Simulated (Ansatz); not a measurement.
C2H8GeO (`[CH3][GeH2][CH2]O`) from Hartree–Fock to CCSD(T)

```xyz
12

C     0.4889   -0.0853   -1.6031
Ge    0.6215   -0.7112    0.2467
C    -0.5063    0.4494    1.3859
O    -1.8212    0.5985    0.8766
H    -0.5421   -0.1530   -1.9552
H     1.1085   -0.6985   -2.2583
H     0.8240    0.9502   -1.6855
H     0.1320   -2.1695    0.3348
H     2.0885   -0.6465    0.7239
H    -0.6071   -0.0041    2.3735
H    -0.0153    1.4208    1.5303
H    -1.7713    1.0491    0.0304
```

Charge 0, multiplicity 1. Correlated methods include outer-core shells of Ge, which these sets cover unevenly. Scalar relativity is left out up to krypton. All single points use the PBE0-D4/def2-TZVP geometry. It is one conformer, not always the lowest. Frozen core, restricted reference, Ansatz.

```
     basis  HF (Eh)  MP2 corr.  CCSD corr.       (T)  CCSD(T) total
  def2-SVP        ?   -0.71321    -0.75504  -0.02011              ?
def2-TZVPP        ?   -0.86408           ?  -0.03282              ?
def2-QZVPP        ?   -1.16982           –         –              –
```

Question: Fill in the withheld values. (Estimate.)

Answer: The calculation gave: def2-SVP HF (Eh): -2230.22237; def2-SVP CCSD(T) total: -2230.99752; def2-TZVPP HF (Eh): -2230.67023; def2-TZVPP CCSD corr.: -0.90018; def2-TZVPP CCSD(T) total: -2231.60323; def2-QZVPP HF (Eh): -2230.71959.
